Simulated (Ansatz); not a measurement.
Geometry optimisation, Ansatz, RKS BHLYP-D4/def2-SVP.

Input file:

```yaml
crystal:
  periodic: [false, false, false]
  atoms:
    - { symbol: B, position_ang: [0.045738, -0.167413, 0.161221] }
    - { symbol: O, position_ang: [-0.107379, -0.614957, 1.442509] }
    - { symbol: H, position_ang: [-1.011631, -0.58433, 1.749941] }
    - { symbol: Cl, position_ang: [1.617524, -0.307214, -0.588852] }
    - { symbol: Cl, position_ang: [-1.360698, 0.311033, -0.7904] }
    - { symbol: P, position_ang: [0.628966, 2.764099, 1.110934] }
    - { symbol: H, position_ang: [1.940388, 2.239144, 1.15082] }
    - { symbol: H, position_ang: [0.419708, 2.458734, -0.248211] }
    - { symbol: H, position_ang: [0.033583, 1.589605, 1.625338] }
basis:
  gaussian: { orbitals: def2-SVP }
hamiltonian:
  xc: { name: BHLYP }
  dispersion: d4
relax:
  f_tol: 0.03
  max_steps: 50
```

Command:

```bash
$ ansatz run input.yaml --threads 2 --pin off --max-ram 3072MiB --backend cpu --events-out ev --progress --plain --runs-dir out
```

Where does it end, and by what steps?

It converged. The force dipped under the threshold on the way, but the program's further checks kept it going. After 19 steps the energy has fallen by 0.283 eV; H8 moved furthest, 0.76 Å.

```csv
step,energy less start (eV),largest force component (eV/Å),accepted
0,0.0000,1.275,yes
1,-0.1315,1.057,yes
2,-0.2349,0.957,yes
3,-0.2511,0.779,yes
4,-0.2578,0.624,yes
5,-0.2687,0.186,yes
6,-0.2712,0.096,yes
7,-0.2741,0.025,yes
8,-0.2702,0.423,no
9,-0.2767,0.073,yes
10,-0.2770,0.190,yes
11,-0.2764,0.196,no
12,-0.2796,0.044,yes
13,-0.2807,0.036,yes
14,-0.2810,0.108,yes
15,-0.2818,0.038,yes
16,-0.2822,0.016,yes
17,-0.2824,0.036,yes
18,-0.2817,0.083,no
19,-0.2826,0.016,yes
```

```xyz
9
Properties=species:S:1:pos:R:3
B 0.072 -0.489 0.079
O -0.238 -0.751 1.345
H -1.150 -0.580 1.575
Cl 1.715 -0.756 -0.463
Cl -1.141 0.109 -1.056
P 0.873 3.059 1.224
H 1.831 2.179 0.664
H -0.067 2.854 0.184
H 0.311 2.065 2.062
```

Time of the run: 47 s on 2 threads of Arm Neoverse V2, with other jobs on the host, peak memory 0.23 GiB.
